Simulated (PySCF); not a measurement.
**KH⁺ at CAM-B3LYP**

Computed with CAM-B3LYP; K def2-SVPD, H def2-SVPD; no relativity (PySCF 2.14).

```json
{"state": "²Σ⁺ (doublet), unpaired electrons σ ↑", "bond length": "3.090 Å", "harmonic wavenumber": "207 cm⁻¹", "force constant": "0.0248 mdyn/Å", "rotational constant Be": "1.797 cm⁻¹", "anharmonicity ωexe": "23.2 cm⁻¹", "vibration–rotation constant αe": "0.263 cm⁻¹", "well depth De to K⁺ + H": "1.3 kcal/mol", "dissociation energy D0": "1.0 kcal/mol", "bond order (Mayer)": "0.06", "dipole moment (positive dipole points towards H; it is taken about the centre of mass and depends on that origin)": "0.01 D"}
```

The bond is weak. Basis-set superposition, not corrected here, can be much of De in a small basis, most of all at correlated wavefunction levels. For an ion De counts to the pair picked by the measured ionisation energies or electron affinities, which need not be the lowest pair at this level. The state was picked by a PBE0 search and need not be the measured ground state.
